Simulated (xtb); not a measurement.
cyclopropane (C3H6), singlet, geometry from GFN2-xTB, atoms displaced at random by about 0.02 Å a coordinate; GFN1-xTB (xtb).

Here is a job for xtb.
```
$ xtb mol.xyz --gfn 1 --opt tight --json

# file mol.xyz
9

C      0.00119389     0.88945930     0.01355325
C      0.76882860    -0.41399040     0.03758712
C     -0.77506887    -0.45670650     0.01079174
H     -0.02572290     1.47044174     0.96487670
H      0.02550420     1.47875310    -0.85667068
H      1.27518701    -0.73023223    -0.90766635
H      1.23715655    -0.75421463     0.88957537
H     -1.28611754    -0.72970099     0.83738256
H     -1.23096785    -0.72556250    -0.90241918
```

What the program printed (banner, timings and long lists left out):

```
   ID    Z sym.   atoms
    1    6 C      1-3
    2    1 H      4-9

           -------------------------------------------------
          |                Calculation Setup                |
           -------------------------------------------------

           -------------------------------------------------
          |                 G F N 1 - x T B                 |
           -------------------------------------------------

          ...................................................
          :                      SETUP                      :
          :.................................................:
          :  # basis functions                  24          :
          :  # atomic orbitals                  24          :
          :  # shells                           18          :
          :  # electrons                        18          :
          :  # halogen bonds                     0          :
          :  max. iterations                   250          :
          :  Hamiltonian                  GFN1-xTB          :
          :  restarted?                      false          :
          :  GBSA solvation                  false          :
          :  PC potential                    false          :
          :  electronic temp.          300.0000000     K    :
          :  accuracy                    1.0000000          :
          :  -> integral cutoff          0.2500000E+02      :
          :  -> integral neglect         0.1000000E-07      :
          :  -> SCF convergence          0.1000000E-05 Eh   :
          :  -> wf. convergence          0.2000000E-04 e    :
          :  Broyden damping             0.4000000          :
          :  net charge                          0          :
          :  unpaired electrons                  0          :
          ...................................................

 iter      E             dE          RMSdq      gap      omega  full diag
   1     -9.6900280 -0.969003E+01  0.840E+00    8.39       0.0  T
   2     -9.7006217 -0.105938E-01  0.506E+00    8.87       1.0  T
   3     -9.7010822 -0.460503E-03  0.442E-01    9.12       1.0  T
   4     -9.7016957 -0.613510E-03  0.228E-02    9.06       1.5  T
   5     -9.7016977 -0.199019E-05  0.356E-03    9.06       9.4  T
   6     -9.7016978 -0.413339E-07  0.860E-04    9.06      38.7  T
   7     -9.7016978 -0.226269E-08  0.489E-05    9.06     681.5  T
   8     -9.7016978 -0.809841E-11  0.607E-06    9.06    5487.7  T

   *** convergence criteria satisfied after 8 iterations ***

         :::::::::::::::::::::::::::::::::::::::::::::::::::::
         ::                     SUMMARY                     ::
         :::::::::::::::::::::::::::::::::::::::::::::::::::::
         :: total energy              -9.539842316261 Eh    ::
         :: gradient norm              0.148488210575 Eh/a0 ::
         :: HOMO-LUMO gap              9.061141973176 eV    ::
         ::.................................................::
         :: SCC energy                -9.701697775838 Eh    ::
         :: -> electrostatic           0.000230531060 Eh    ::
         :: repulsion energy           0.163730830120 Eh    ::
         :: dispersion energy         -0.001875370544 Eh    ::
         :: halogen bond corr.         0.000000000000 Eh    ::
         :: add. restraining           0.000000000000 Eh    ::
         :: total charge               0.000000000000 e     ::
         :::::::::::::::::::::::::::::::::::::::::::::::::::::

      -----------------------------------------------------------
     |                   =====================                   |
     |                        A N C O P T                        |
     |                   =====================                   |
     |               Approximate Normal Coordinate               |
     |                Rational Function Optimizer                |
      -----------------------------------------------------------
[...]
 * total energy  :    -9.5398423 Eh     change       -0.6217249E-13 Eh
 * total energy  :    -9.5503355 Eh     change       -0.1049322E-01 Eh
 * total energy  :    -9.5512275 Eh     change       -0.8919345E-03 Eh
 * total energy  :    -9.5512704 Eh     change       -0.4290900E-04 Eh
 * total energy  :    -9.5512810 Eh     change       -0.1061185E-04 Eh
 * total energy  :    -9.5512831 Eh     change       -0.2142748E-05 Eh
 * total energy  :    -9.5512832 Eh     change       -0.1047336E-06 Eh
   *** GEOMETRY OPTIMIZATION CONVERGED AFTER 7 ITERATIONS ***
         :: total energy              -9.551283234952 Eh    ::
[...]

    * Orbital Energies and Occupations

         #    Occupation            Energy/Eh            Energy/eV
      -------------------------------------------------------------
         1        2.0000           -0.6671315             -18.1536
         2        2.0000           -0.6036972             -16.4274
         3        2.0000           -0.6036815             -16.4270
         4        2.0000           -0.5719127             -15.5625
         5        2.0000           -0.5399963             -14.6940
         6        2.0000           -0.4896015             -13.3227
         7        2.0000           -0.4895910             -13.3224
         8        2.0000           -0.4542090             -12.3597
         9        2.0000           -0.4541760             -12.3588 (HOMO)
        10                         -0.1102387              -2.9997 (LUMO)
        11                         -0.1102161              -2.9991
        12                         -0.0962602              -2.6194
        13                         -0.0904948              -2.4625
        14                         -0.0842678              -2.2930
        15                         -0.0442376              -1.2038
        16                         -0.0442221              -1.2033
        17                          0.1808001               4.9198
        18                          0.2190440               5.9605
        19                          0.2191305               5.9628
        20                          0.3449529               9.3866
       ...                                ...                  ...
        24                          0.4116095              11.2005
      -------------------------------------------------------------
                  HL-Gap            0.3439373 Eh            9.3590 eV
             Fermi-level           -0.2822074 Eh           -7.6793 eV

  Mulliken/CM5 charges         n(s)   n(p)   n(d)
     1C    -0.05528 -0.16396   0.999  3.056  0.000
     2C    -0.05529 -0.16397   0.999  3.056  0.000
     3C    -0.05532 -0.16401   0.999  3.056  0.000
     4H     0.02765  0.08199   0.972  0.000  0.000
     5H     0.02765  0.08199   0.972  0.000  0.000
     6H     0.02765  0.08200   0.972  0.000  0.000
     7H     0.02765  0.08199   0.972  0.000  0.000
     8H     0.02764  0.08199   0.972  0.000  0.000
     9H     0.02765  0.08199   0.972  0.000  0.000

Wiberg/Mayer (AO) data.
largest (>0.10) Wiberg bond orders for each atom

 ---------------------------------------------------------------------------
     #   Z sym  total        # sym  WBO       # sym  WBO       # sym  WBO
 ---------------------------------------------------------------------------
     1   6 C    3.952 --     2 C    0.990     3 C    0.990     4 H    0.983
                             5 H    0.983
     2   6 C    3.952 --     1 C    0.990     3 C    0.990     6 H    0.983
                             7 H    0.983
     3   6 C    3.952 --     2 C    0.990     1 C    0.990     8 H    0.983
                             9 H    0.983
     4   1 H    1.006 --     1 C    0.983
     5   1 H    1.006 --     1 C    0.983
     6   1 H    1.006 --     2 C    0.983
     7   1 H    1.006 --     2 C    0.983
     8   1 H    1.006 --     3 C    0.983
     9   1 H    1.006 --     3 C    0.983
 ---------------------------------------------------------------------------

Topologies differ in total number of bonds
Writing topology from bond orders to xtbtopo.mol

 dipole moment from electron density (au)
     X       Y       Z
  -0.0000  -0.0001  -0.0000  total (Debye):    0.000

optimized geometry written to: xtbopt.xyz

           -------------------------------------------------
          | TOTAL ENERGY               -9.551283234952 Eh   |
          | GRADIENT NORM               0.000109098020 Eh/α |
          | HOMO-LUMO GAP               9.359010781292 eV   |
           -------------------------------------------------

normal termination of xtb
```
